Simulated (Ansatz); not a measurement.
Abridged output of a molecular run in Ansatz:

```
Functional definition: HF
1500 factors; integrals over basis functions are off by at most 1.3e-3 eV
mean field evaluation 1: about -10544.2275 eV, gradient 4.3e1 eV
mean field evaluation 2: about -10544.2379 eV, gradient 4.3e1 eV
mean field evaluation 4: about -10548.8990 eV, gradient 3.8e0 eV
mean field evaluation 8: about -10548.9509 eV, gradient 2.0e-4 eV
mean field -10548.95086501 eV, -387.6667939533 hartree, gradient 1.2e-6 eV, S^2 0.000000; 0 other end points of the search recorded, 0 dependent functions left out
8 core orbitals not correlated: weight in the atoms' cores, before any rotation towards them, 1.000 or more for the frozen orbitals, at most 0.000 for the correlated occupied ones
reference -10548.95086501 eV, -387.6667939533 hartree; 21, 21 occupied and 108, 108 virtual orbitals, 1500 factors
second order -19.97214421 eV of doubles, -0.00000000 eV of singles
cycle   1  -21.13619562 eV  change    -1.2e0 eV  update   9.5e-2
cycle   2  -21.68183410 eV  change   -5.5e-1 eV  update   2.8e-2
cycle   3  -21.78113512 eV  change   -9.9e-2 eV  update   1.2e-2
cycle   4  -21.78362100 eV  change   -2.5e-3 eV  update   3.0e-3
cycle   5  -21.78368102 eV  change   -6.0e-5 eV  update   1.2e-3
cycle   6  -21.78364444 eV  change    3.7e-5 eV  update   3.9e-4
cycle   7  -21.78359168 eV  change    5.3e-5 eV  update   1.6e-4
cycle   8  -21.78359679 eV  change   -5.1e-6 eV  update   6.7e-5
cycle   9  -21.78358087 eV  change    1.6e-5 eV  update   2.4e-5
perturbative correction -0.62622472 eV, -0.0230133341 hartree
Total energy: -10571.36067060 eV, -388.4903391190 hartree
```

Its atoms:

Z-matrix (Å, degrees):
```
C
Sn 1 2.151
H 1 1.091 2 110.2
H 1 1.091 2 110.2 3 119.9
H 1 1.092 2 110.4 3 -120.0
C 2 2.139 1 110.8 3 -177.4
C 2 2.139 1 110.7 3 56.9
N 2 2.042 1 112.6 3 -60.3
H 6 1.091 2 110.6 1 -62.3
H 6 1.090 2 109.6 1 177.5
H 6 1.091 2 110.4 1 57.8
H 7 1.090 2 109.6 1 -178.5
H 7 1.091 2 110.6 1 61.4
H 7 1.091 2 110.3 1 -58.7
H 8 1.012 2 114.0 1 -61.8
H 8 1.012 2 114.0 1 61.5
```

Problem. Which basis set was used?
A. cc-pV(Q+d)Z
B. def2-SVP
C. def2-TZVPP
D. cc-pV(T+d)Z

Solution. B. It gives 137 functions.

Problem. Write the keys of the input that set method, charge and spin (a neutral closed shell needs none for the last two).

Solution. 
```yaml
correlation: {method: ccsd_t}
```
